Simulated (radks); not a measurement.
Cs6+, 49 electrons, occupied as [Kr] 4d9 5s2 5p1 5d1 (not the ground configuration).

All-electron calculation, Dirac Kohn-Sham, AM05, spin-unpolarised, spherical densities, finite nucleus; open shells are shared between the two j in proportion to 2j + 1; Fermi nuclear charge, rms radius 4.8041 fm. Program: a radial shooting solver on a logarithmic mesh with Libxc functionals.

Energy parts (hartree):
| part | energy |
|---|---|
| total | -7771.9734 |
| kinetic | 8275.1125 |
| electron-nucleus | -18751.5760 |
| Hartree | 2888.1592 |
| exchange-correlation | -183.6691 |

Orbitals (lengths in bohr, moments of r in powers of bohr):
orbital,occ.,eigenvalue (hartree),<r^4>,small-component weight
1s1/2,2,-1316.470,2.252e-06,4.11e-02
2s1/2,2,-209.2462,0.0003776,8.85e-03
2p1/2,2,-197.1168,0.0002395,8.89e-03
2p3/2,4,-184.1901,0.0002916,8.41e-03
3s1/2,2,-46.04572,0.01588,2.66e-03
3p1/2,2,-40.97413,0.01497,2.60e-03
3p3/2,4,-38.49433,0.01740,2.47e-03
3d3/2,4,-29.56560,0.01376,2.35e-03
3d5/2,6,-29.03819,0.01442,2.32e-03
4s1/2,2,-11.18145,0.4195,8.04e-04
4p1/2,2,-9.34766,0.4999,7.44e-04
4p3/2,4,-8.82684,0.5767,7.02e-04
4d3/2,3.6,-5.82190,0.9157,5.70e-04
4d5/2,5.4,-5.73258,0.9567,5.60e-04
5s1/2,2,-3.53705,9.763,2.13e-04
5p1/2,0.333333,-2.98071,13.61,1.85e-04
5p3/2,0.666667,-2.87868,15.28,1.76e-04
5d3/2,0.4,-2.04221,32.39,1.30e-04
5d5/2,0.6,-2.02654,33.35,1.29e-04

The highest occupied level is 5d5/2 at -55.145 eV. The density falls to 0.001 e/bohr^3 at r = 3.32 bohr. Summed over all electrons, <r^2> = 26.70 bohr^2, which gives a Langevin (diamagnetic) susceptibility term of -21.1 x 10^-6 cm^3/mol. The electron density at the nucleus is 2.955e+05 e/bohr^3.
